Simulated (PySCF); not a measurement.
CH6GeO2Si, SMILES [CH3][GeH]1[O][SiH2][O]1. Atoms are numbered in the order given.

```xyz
11

C     -1.9784     1.0755    -0.2802
Ge    -0.6447    -0.1925     0.2919
O      0.4114    -0.8119    -1.0542
Si     1.7705    -0.0685    -0.3801
O      0.8865     0.5725     0.9091
H     -2.4333     1.5625     0.5947
H     -1.5109     1.8372    -0.9186
H     -2.7672     0.5595    -0.8469
H     -1.1473    -1.3198     1.2084
H      2.3685     0.9751    -1.2608
H      2.8218    -1.0345     0.0467
```
Charge 0, spin multiplicity 1.

Coordinates come from a PBE0-D3(BJ)/def2-SVP optimisation. The structure was generated by enumeration, and PubChem lists no compound with its InChIKey, so it may never have been made.

These are PBE/pcSseg-1 run with PySCF values and carry that method's errors.

GIAO shieldings, no solvent; atoms alike by connectivity are averaged. δ = σ(ref) − σ: ¹³C against TMS (σ = 182.0 ppm); ⁷³Ge against GeH4 (σ = 1614.4 ppm); ¹⁷O against H2O (σ = 334.3 ppm); ²⁹Si against TMS (σ = 335.4 ppm); ¹H against TMS (σ = 31.49 ppm), references at their B3LYP-D3(BJ)/def2-TZVP geometries, non-relativistic.

Computed chemical shifts:
```csv
nucleus,atoms,count,δ (ppm)
¹³C,C1,1,10.2
⁷³Ge,Ge2,1,506.5
¹⁷O,"O3, O5",2,138.7
²⁹Si,Si4,1,17.5
¹H,H9,1,7.13
¹H,"H10, H11",2,6.24
¹H,"H6, H7, H8",3,1.25
```
